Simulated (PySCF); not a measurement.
**Telling isomers of C3H11NOSi4 apart by NMR**

One conformer, gas phase, no relativistic terms, averaged over atoms made equivalent by symmetry, fast rotation or ring inversion. Shieldings: GIAO PBE0/pcSseg-1; coordinates at the GFN2-xTB level; PySCF 2.14.0 with density-fitted response routines.

Shifts are taken against calculated references (same method and geometry level): TMS for 1H and 13C. Where no couplings were computed, multiplicities follow the n + 1 count of equivalent neighbours, and m marks all less simple cases (inequivalent or close neighbours, rings, F or P nearby). Shifts are as computed. Against solution values, carbons near 30 ppm lie about +3 ppm off and those near 130 ppm about +5 ppm. Of 1309 compounds with measured shifts, 239 miss one by over three times the rms of a fit or turn the order of signals round; such compounds aren't used in these exercises.

(1) Tabulate the signals of `CO[Si@@]1(C#N)[SiH2][SiH2][Si@H]1C`, `CO[Si]1(CC#N)[SiH2][SiH2][SiH2]1` and their relative energies.

(2) What is the quickest way to tell CO[Si@@]1(C#N)[SiH2][SiH2][Si@H]1C from CO[Si]1(CC#N)[SiH2][SiH2][SiH2]1?

Results:

(1) 
| SMILES | carbon types | δC | δH | E rel. (kcal/mol) |
| --- | --- | --- | --- | --- |
| CO[Si@@]1(C#N)[SiH2][SiH2][Si@H]1C | 1×C 2×CH3 | 124.6, 54.6, -6.5 | 4.92 (m, 1H), 4.32 (m, 1H), 4.15 (m, 1H), 3.95 (m, 1H), 3.83 (m, 1H), 3.80 (s, 3H), 0.56 (d, 3H) | 0.0 |
| CO[Si]1(CC#N)[SiH2][SiH2][SiH2]1 | 1×C 1×CH2 1×CH3 | 124.0, 55.5, 8.6 | 4.35 (m, 2H), 4.11 (s, 3H), 3.98 (m, 2H), 3.95 (m, 1H), 3.88 (m, 1H), 1.68 (s, 2H) | 9.1 |

Energies are electronic energies at PBE0/pcSseg-1 on these geometries, without zero-point or thermal terms, each for the one conformer computed, which needn't be the lowest.

(2) Both give the same number of carbon signals, but DEPT or the intensities differ. The first has a methyl carbon bonded to Si (CH3) at -6.5 ppm, the second an sp3 CH2 bonded to Si, α to a nitrile at 8.6 ppm. Their most deshielded carbons lie at 124.6 and 124.0 ppm. In the proton spectra the most deshielded non-exchanging signals are 4.92 (m, 1H) and 4.35 (m, 2H).
